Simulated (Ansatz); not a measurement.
```yaml
crystal:
  periodic: [false, false, false]
  atoms:
    - {symbol: C, position_ang: [0.301334, -2.537533, 0.408340]}
    - {symbol: C, position_ang: [0.303672, -1.039730, 0.624094]}
    - {symbol: C, position_ang: [-0.963652, -0.420968, 0.989249]}
    - {symbol: C, position_ang: [-0.909278, 1.021079, 0.634074]}
    - {symbol: C, position_ang: [-0.248830, 1.032774, -0.704777]}
    - {symbol: C, position_ang: [0.443960, 2.245744, -1.130915]}
    - {symbol: C, position_ang: [0.752926, -0.233506, -0.673543]}
    - {symbol: H, position_ang: [0.044894, -3.086084, 1.357613]}
    - {symbol: H, position_ang: [1.308735, -2.930548, 0.140111]}
    - {symbol: H, position_ang: [-0.345069, -2.801739, -0.377905]}
    - {symbol: H, position_ang: [1.066899, -0.763145, 1.415586]}
    - {symbol: H, position_ang: [-1.231922, -0.621328, 2.094948]}
    - {symbol: H, position_ang: [-1.837122, -0.898436, 0.463622]}
    - {symbol: H, position_ang: [-1.814838, 1.552543, 0.561757]}
    - {symbol: H, position_ang: [-0.220563, 1.577151, 1.313671]}
    - {symbol: H, position_ang: [-1.061485, 0.745996, -1.452332]}
    - {symbol: H, position_ang: [-0.219985, 3.096610, -1.120168]}
    - {symbol: H, position_ang: [1.258784, 2.558640, -0.436438]}
    - {symbol: H, position_ang: [0.878539, 2.154117, -2.087112]}
    - {symbol: H, position_ang: [1.796624, 0.127266, -0.627433]}
    - {symbol: H, position_ang: [0.655471, -0.915082, -1.578557]}
basis:
  gaussian: {orbitals: def2-mTZVP}
hamiltonian: {xc: {name: revPBE}, dispersion: d4}
```

```sh
$ ansatz run in.yaml --threads 2 --pin off --events-out ev --progress --plain --max-ram 32768MiB --backend cpu
```

Shortened log:

```
Functional definition: revPBE
1904 factors; their error is unknown
mean field evaluation 1: about -7461.4029 eV, gradient 1.0e2 eV
mean field evaluation 2: about -7392.0550 eV, gradient 1.9e2 eV
mean field evaluation 4: about -7486.3943 eV, gradient 1.6e1 eV
mean field evaluation 8: about -7486.9775 eV, gradient 2.7e-1 eV
mean field evaluation 16: about -7486.8348 eV, gradient 3.6e-4 eV
mean field -7486.83482265 eV, -275.1361049734 hartree, gradient 6.0e-5 eV, S^2 0.000000; 0 other end points of the search recorded, 0 dependent functions left out
reference -7486.83489451 eV, -275.1361076142 hartree; 28, 28 occupied and 147, 147 virtual orbitals, 1904 factors
Total energy: -7488.45950044 eV, -275.1958107811 hartree
```

Hardware: 2 threads of an AMD EPYC 7R13 on a shared host. Wall time 3.2 s, peak host memory 0.29 GiB.
